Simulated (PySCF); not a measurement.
## Gallium: a sound run and one with changed settings

Sound run: Ga⁺ [Ar] 3d10 4s2, Ga²⁺ [Ar] 3d10 4s1. All numbers are calculated (PySCF 2.14, the non-relativistic Hamiltonian (point nucleus), in def2-SVP). The sound run starts from symmetry-adapted Hartree-Fock orbitals and uses a fine grid where one is needed.

Changed run: radial step 1.2 in ln r (0.13 in the sound run). This setting is unsound on purpose.

| species | method | sound run (hartree) | changed run (hartree) | converged |
| --- | --- | --- | --- | --- |
| Ga⁺ | UHF | -1922.77019 | -1922.77019 | yes |
| Ga⁺ | MN15 | -1924.61562 | -1925.43638 | yes |
| Ga⁺ | PBE0 | -1924.08405 | -1915.76555 | yes |
| Ga²⁺ | UHF | -1922.09180 | -1922.09180 | yes |
| Ga²⁺ | MN15 | -1923.87759 | -1924.73807 | yes |
| Ga²⁺ | PBE0 | -1923.34377 | -1915.10146 | yes |

Ionisation energy of Ga⁺:

```json
{"method": "UHF", "sound run (eV)": "18.460", "changed run (eV)": "18.460"}
{"method": "MN15", "sound run (eV)": "20.083", "changed run (eV)": "19.002"}
{"method": "PBE0", "sound run (eV)": "20.144", "changed run (eV)": "18.071"}
```

A coarse radial grid mis-integrates the density and the exchange-correlation energy, with errors of either sign; Hartree-Fock needs no grid.

For comparison, NIST gives 20.515 eV between the lowest levels.
